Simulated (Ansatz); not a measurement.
GeH2S (`[SH][GeH]`). Charge 0, multiplicity 1. The geometry is a stationary point of PBE0-D4/def2-TZVP.

```xyz
4

S     0.138   -1.244    0.357
Ge   -0.461    0.154   -1.268
H     0.478   -0.366    1.313
H    -0.155    1.456   -0.401
```

What is the dipole moment at r2SCAN/def2-TZVPP? (Best estimate.)

Ansatz gave: 0.90 D, with components (0.09, 0.86, 0.27) D in this frame, pointing from negative to positive charge.

And with PBE, B3LYP, ωB97M-V? (Estimate.)

Computed: PBE 0.81 D, B3LYP 0.85 D, ωB97M-V 0.97 D.

Give the Mulliken charges with r2SCAN, B3LYP, ωB97M-V in def2-TZVPP. (An estimate is asked.)

The calculation gave: 
```csv
atom,r2SCAN,B3LYP,ωB97M-V
S1,-0.27,-0.27,-0.27
Ge2,0.23,0.21,0.18
H3,0.12,0.13,0.13
H4,-0.08,-0.07,-0.04
```

B3LYP here is the variant with VWN-RPA as its local correlation; programs differ in this.
